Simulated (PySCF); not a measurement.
Geometry (Å), atoms numbered from 1 in this order:
```xyz
13

C     2.768    0.256    0.495
C     1.431    0.193    0.608
Al    0.335   -0.143   -0.963
N    -1.438   -0.239   -0.844
C    -2.285   -0.091    0.314
H     3.277    0.123   -0.469
H     3.432    0.444    1.350
H     1.021    0.342    1.617
H     0.996   -0.341   -2.394
H    -1.976   -0.419   -1.687
H    -2.990    0.757    0.227
H    -1.676    0.096    1.213
H    -2.889   -0.994    0.523
```

Geometry: PBE0-D3(BJ)/def2-SVP; GIAO shifts from PySCF 2.14, gas phase, non-relativistic, averaged over equivalent atoms.

At PBE0/IGLO-III (264 basis functions, 32 s wall time on 1 thread of an Arm Neoverse V1, shared host):
```tsv
atoms	δ (ppm)
C1	155.3
C2	150.5
C5	33.6
Al3	114.5
N4	66.8
H7	6.97
H8	6.84
H6	6.51
H9	4.36
H11/H12/H13	2.95
H10	1.52
```

δ = σ(ref) − σ, references computed at the same level: 13C (σref 183.78) and 1H (σref 31.37) vs TMS; 27Al (σref 484.90) vs AlH4-; NH3 for 15N (σref 260.55).

Question: Estimate the result of repeating the calculation with wB97X-D/pcSseg-2.

Answer: 
| atoms | δ at wB97X-D/pcSseg-2 | change |
| --- | --- | --- |
| C1 | 158.2 | +2.9 |
| C2 | 152.1 | +1.6 |
| C5 | 33.9 | +0.3 |
| Al3 | 118.8 | +4.3 |
| N4 | 59.8 | -7.0 |
| H7 | 6.94 | -0.03 |
| H8 | 6.84 | +0.00 |
| H6 | 6.52 | +0.01 |
| H9 | 4.22 | -0.14 |
| H11/H12/H13 | 2.90 | -0.05 |
| H10 | 1.51 | -0.01 |

Scale: 13C (σref 184.42), 1H (σref 31.36) against TMS; 27Al (σref 486.92) vs AlH4-; 15N (σref 260.06) against NH3 (reference shieldings calculated alike).

The largest change is at N4 (nitrogen bonded to C, Al, H). Cost: 299 basis functions, 53 s wall time on 1 thread of an Arm Neoverse V1, shared host. The order of the carbon signals is the same at both levels.

Experimental scales use liquid or dissolved standards, which lie at an offset from isolated NH3 (liquid NH3: subtract about 20 ppm).
